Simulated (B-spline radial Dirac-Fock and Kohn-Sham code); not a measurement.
Internal conversion coefficients of Ar at 25 keV

Z = 18 (argon), transition energy 25 keV. Model: a Dirac-Hartree-Slater potential of the neutral atom with a Latter tail (no hole, which puts coefficients of high multipoles low close above an edge), finite nucleus with surface currents. Program: a radial finite-basis atomic code. Subshells that would emit electrons below 1 keV are left out.

| subshell | electron energy (keV) | E1 | E2 | E5 | M1 | M4 |
| --- | --- | --- | --- | --- | --- | --- |
| K | 21.79 | 1.19 | 45.0 | 1.27e+06 | 0.355 | 15400 |
| L1 | 24.67 | 0.0903 | 3.33 | 81500 | 0.0295 | 1840 |
| L2 | 24.75 | 0.00322 | 0.543 | 313000 | 0.00110 | 321 |
| L3 | 24.75 | 0.00609 | 0.981 | 546000 | 0.000524 | 1260 |
| M1 | 24.97 | 0.0101 | 0.371 | 9040 | 0.00332 | 215 |
| M2 | 24.99 | 0.000287 | 0.0487 | 28500 | 9.86e-05 | 29.2 |
| M3 | 24.99 | 0.000541 | 0.0877 | 49400 | 4.68e-05 | 116 |
| total |  | 1.30 | 50.3 | 2.29e+06 | 0.390 | 19200 |

Q: For a pure E5 transition, what fraction of decays emits a photon?

A: 1/(1 + α) = 4.36e-07 with the total α = 2.29e+06.

Values without a named source are computed, but for edge energies of neutral atoms, which are taken from tables.
